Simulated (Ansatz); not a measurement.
`N[SiH2][AlH][S][SiH3]`, relaxed with RKS PBE-D4/def2-SVP in the Gaussian-basis code of Ansatz from a rough embedded geometry. The force threshold is 0.03 eV/Å; the program also tests the step.

Charge 0, multiplicity 1.

Start:

```xyz
13

N     1.556   -0.827    1.391
Si   -0.056   -1.460    1.545
Al   -1.455   -0.559   -0.134
S    -1.778    1.597   -0.362
Si   -0.057    1.862   -1.599
H     1.901   -0.956    0.382
H     1.477    0.245    1.446
H    -0.618   -1.130    2.825
H     0.052   -2.946    1.403
H    -2.131   -1.586   -1.198
H     1.194    1.403   -0.891
H    -0.223    1.032   -2.832
H     0.137    3.324   -1.977
```

By how much does the energy fall, and how many steps does the optimiser take? (Estimate.)

Computed: 70.10 kJ/mol, in 51 steps, 4 of them rejected.

Which bonds change most? (Estimate.)

Computed: Al3–S4 from 2.192 to 2.293 Å; Si2–Al3 from 2.363 to 2.449 Å; Si2–H8 from 1.436 to 1.520 Å.

Give the relaxed structure. (Estimate.)

The calculation gave: 
```xyz
13

N     1.285   -0.325    1.236
Si   -0.009   -1.515    1.083
Al   -1.595   -0.188   -0.229
S    -1.155    2.025    0.183
Si    0.104    1.536   -1.456
H     2.177   -0.607    1.655
H     0.998    0.591    1.598
H    -0.568   -2.089    2.375
H     0.565   -2.697    0.338
H    -2.882   -0.531   -1.112
H     1.583    1.595   -1.229
H    -0.227    0.019   -1.689
H    -0.277    2.186   -2.754
```
